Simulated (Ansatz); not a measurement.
Ideal-gas functions of CH₄F₂OTi (`[CH3][Ti]([OH])([F])[F]`) at 500 K and 1 bar, from an Ansatz frequency run at PBE0-D4/def2-TZVP.

Molar mass 117.9 g/mol, point group C1 (symmetry number 1), electronic degeneracy 1, moments of inertia 161.842, 163.967, 164.803 u Å². Harmonic wavenumbers (cm⁻¹, unscaled): 114, 124, 161, 173, 181, 206, 226, 320, 554, 566, 580, 721, 790, 833, 1165, 1410, 1412, 3033, 3136, 3140, 3959.

Use S(trans) = R[1.5 ln M + 2.5 ln T − 1.1517]; rotational temperatures θ = 24.2544 K / I; S(rot) = R[ln(√π/σ · √(T³/θAθBθC)) + 1.5]; for each mode x = 1.438777 ν̃/T, S = R[x/(eˣ − 1) − ln(1 − e⁻ˣ)] and H = RT x/(eˣ − 1); 1 cm⁻¹ = 0.0119627 kJ/mol; R = 8.31446 J/(mol·K).

**Question.** By hand: the entropy, in J/(mol·K).

**Answer.** Translation 179.1. Rotation: θ = 0.1499, 0.1479, 0.1472 K, giving 118.5. Vibration, mode by mode: 17.62, 16.93, 14.79, 14.20, 13.83, 12.78, 12.04, 9.29, 5.27, 5.12, 4.96, 3.59, 3.07, 2.79, 1.31, 0.74, 0.74, 0.01, 0.01, 0.01, 0.00, in all 139.1. Electronic 0.0. Sum 436.7 J/(mol·K).

**Question.** By hand: H − E and G − E in kJ/mol, counted from the electronic energy.

**Answer.** Zero-point energy ½ × 22804 × 0.0119627 = 136.4; thermal vibration 34.5; translation, rotation and pV give 4 RT = 16.6. H − E = 187.5 kJ/mol, and G − E = 187.5 − 500 × 436.7/1000 = -30.8 kJ/mol.

Vibration gives 32 % of the entropy, 34.5 J/(mol·K) of it from the modes under 150 cm⁻¹: soft modes count most, and the harmonic formula is weakest for them. The sum counts one conformer and one mirror image; others add a mixing term.
